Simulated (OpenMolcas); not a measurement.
neutral gold: effect of the IPEA shift

```json
{
  "Program": "OpenMolcas 26.06",
  "Basis": "ANO-RCC-VTZP [8s7p5d3f1g]",
  "Scalar Hamiltonian": "DKH2, point nucleus",
  "Active space": "11 electrons in 11 orbitals (5d 6s 6d)",
  "State averaging": "2S+1 = 2 even, 6 roots",
  "Spin-orbit coupling": "state interaction with AMFI integrals over the reference wave functions, term energies averaged over their components"
}
```

Methods on the same reference wave functions:
A. CASSCF
B. SS-CASPT2, IPEA 0 Eh, imaginary shift 0.1 Eh (closed shells correlated: 5s 5p)
C. SS-CASPT2, IPEA 0.25 Eh, imaginary shift 0.1 Eh (closed shells correlated: 5s 5p)

Energies in cm⁻¹ above 5d¹⁰ 6s ²S_1/2, the measured ground level; measured values from NIST Handbook of Basic Atomic Spectroscopic Data.

```tsv
Level	A	B	C	Measured
5d¹⁰ 6s ²S_1/2	0.0	0.0	0.0	0.0
5d⁹ 6s² ²D_5/2	12473	9100	9020	9161
5d⁹ 6s² ²D_3/2	25138	21770	21690	21435
```

Deviations, from unrounded energies. A percentage is the sum of absolute deviations over the sum of measured energies, with the sign that they share, or ± where signs differ.

| Against measurement | Levels | A | B | C |
| --- | --- | --- | --- | --- |
| mean absolute deviation (cm-1) | 2 | 3500 | 200 | 200 |
| other configurations (%) | 2 | +22.9 | ±1.3 | ±1.3 |

B, C lie about equally close to measurement and A furthest from it. The largest miss of B in the table is 5d⁹ 6s² ²D_3/2, by +330 cm-1. The ranking rests on the paired levels alone, and a cruder setting can come out closer through cancelling errors.

Between B and C the level of the table that moves most is 5d⁹ 6s² ²D_5/2, by 84 cm-1 (lowest in C, highest in B). Moves below CASPT2's spread within the term are not significant.

The two smallest mean deviations differ by little beside CASPT2's spread within terms, so their order carries little weight.

The lowest spin-free term lies below A's lowest term by 0.514 hartree in B, 0.510 hartree in C.

CASPT2 breaks the degeneracy within a term, and the mean is taken; among the terms shown or strongly mixed into the levels shown the widest spread is 200 cm-1 (5d⁹ 6s² ²D, C). Active for correlation alone: 6d; no level in the range computed is led by a configuration that fills it, so any true level of that kind is missing. Without dynamic correlation excited terms often stand tens of per cent too high (terms of higher spin than the ground term too low), and those without a measured partner can miss by more than the paired ones (holds for A). Measured partners are found by configuration, term and J. A level has none where our copy of the source lacks it or the pairing is in doubt (some pairs that miss far off the trend of their configuration count as doubtful), and it then counts in no deviation. Only configurations of the active space appear.
